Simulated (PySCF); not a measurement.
B(Me)(OMe)(SMe) (C3H9BOS), SMILES COB(C)SC.

Geometry: PBE0-D3(BJ)/def2-SVP. One conformer was computed; it need not be the lowest.

Two levels are set side by side: TDA-PBE/def2-SVPD (PySCF) and TDA-CAM-B3LYP/def2-SVPD (PySCF). Vertical, same geometry. The lowest singlet is HOMO→LUMO+1 98 % with PBE and HOMO→LUMO+1 49 %, HOMO→LUMO 40 % with the other functional; states are paired by order. Differences are taken from unrounded values.

```
quantity                               TDA-PBE
-------------------------------------  -------
lowest singlet excitation (eV)            5.38
lowest triplet excitation (TDA) (eV)      4.80
first bright state (f over 0.05) (eV)     6.03
its oscillator strength                   0.24
```

**Question.** These are the TDA-PBE values. What does TDA-CAM-B3LYP give? (The exact figures need the calculation; the answer reports its results.)

**Answer.** 
| quantity | TDA-CAM-B3LYP | TDA-PBE minus TDA-CAM-B3LYP |
|---|---|---|
| lowest singlet excitation (eV) | 6.20 | -0.82 |
| lowest triplet excitation (TDA) (eV) | 5.41 | -0.60 |
| first bright state (f over 0.05) (eV) | 6.61 | -0.58 |
| its oscillator strength | 0.25 | -0.01 |

Functionals without exact exchange tend to place singlet excitations lower, as here. Differences between two approximate levels are no errors against the true value.

Rough cost on one machine, each run with all the roots and properties that it gave: TDA-CAM-B3LYP against TDA-PBE about 5 times.
